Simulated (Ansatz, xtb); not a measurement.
# CHAgN: 3 structures ranked

3 gas-phase structures of CHAgN, found in a search over its isomers (lower ones may exist). Each was relaxed with GFN2-xTB:

A. `[H]/N=[C]\[Ag]`, a doublet
B. `[CH]=[N][Ag]`, a doublet
C. `[N]=[CH][Ag]`, a doublet

Question: Make a reasoned guess at their ranking by r2SCAN-D4/def2-SVP single-point energy.

Answer: Calculated order at r2SCAN-D4/def2-SVP: B (0.0), C (3.0), A (6.1) kcal/mol.

Energies above the lowest of each column, in kcal/mol:

```json
{"structure": "B", "GFN2-xTB": "0.2", "HF/STO-3G": "8.9", "r2SCAN-D4/def2-SVP": "0.0"}
{"structure": "C", "GFN2-xTB": "0.0", "HF/STO-3G": "0.0", "r2SCAN-D4/def2-SVP": "3.0"}
{"structure": "A", "GFN2-xTB": "2.5", "HF/STO-3G": "25.5", "r2SCAN-D4/def2-SVP": "6.1"}
```

r2SCAN-D4/def2-SVP puts B lowest; HF/STO-3G picks C. Frequencies (PBE0-D4/def2-TZVP) were run for A alone. Open shells are spin-unrestricted, some with notable spin contamination. Atoms past krypton carry core potentials in the def2 sets, without spin–orbit terms.

Programs: Ansatz 0.2.0, xtb 6.7.1.
